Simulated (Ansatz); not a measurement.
Born–Oppenheimer molecular dynamics of BrCl₄FHTa (8 atoms, charge 0, multiplicity 1). It starts at the highest image of a converged band, a first-order saddle point between two minima.

Level of theory: RKS PBE/def2-SVP (Ansatz 0.2.0).

```yaml
ensemble: NVE (velocity Verlet)
time_step: 0.5 fs
steps_asked: 200
starting_velocities_drawn_for: 100 K
seed: 8758
```

First frame:

```xyz
8
Properties=species:S:1:pos:R:3
Ta -0.072 -0.261 0.211
Cl 2.418 0.443 0.417
Cl -0.249 0.184 2.495
F 0.475 -0.768 -1.530
Cl -0.703 1.837 -0.461
Cl -2.002 -1.491 0.097
Br 1.386 -2.522 0.913
H 2.333 -1.119 0.722
```

(1) How far do the bonds stretch over the last three quarters of this one trajectory? (Pairs bonded in most of those frames.)

Results:

(1) 
```json
{"bond": "Ta1–Cl2", "mean (Å)": "2.495", "spread (Å)": "0.087", "shortest": "2.34", "longest": "2.61"}
{"bond": "Ta1–Cl3", "mean (Å)": "2.332", "spread (Å)": "0.010", "shortest": "2.32", "longest": "2.36"}
{"bond": "Ta1–F4", "mean (Å)": "1.896", "spread (Å)": "0.004", "shortest": "1.89", "longest": "1.90"}
{"bond": "Ta1–Cl5", "mean (Å)": "2.276", "spread (Å)": "0.017", "shortest": "2.25", "longest": "2.31"}
{"bond": "Ta1–Cl6", "mean (Å)": "2.316", "spread (Å)": "0.017", "shortest": "2.29", "longest": "2.35"}
{"bond": "Ta1–Br7", "mean (Å)": "2.900", "spread (Å)": "0.058", "shortest": "2.82", "longest": "3.03"}
{"bond": "Br7–H8", "mean (Å)": "1.538", "spread (Å)": "0.089", "shortest": "1.40", "longest": "1.69"}
```

Pairs bonded in part of these frames only: Cl2–H8 13 %.

Mean temperature of the second half: 171 K. The conserved energy stayed within 0.023 meV per atom of its start (net change -0.0059 meV per atom), so the integration is sound. The kinetic energy rose, since the run started high on the potential surface and went downhill. A run of 0.1 ps of so small a system gives no equilibrium averages. The orbitals stay closed-shell, which can raise the energy where a bond breaks towards radicals; this wasn't checked here.

Run time: 10 min on 4 threads of Arm Neoverse V2, on a shared host, peak memory 0.29 GiB.
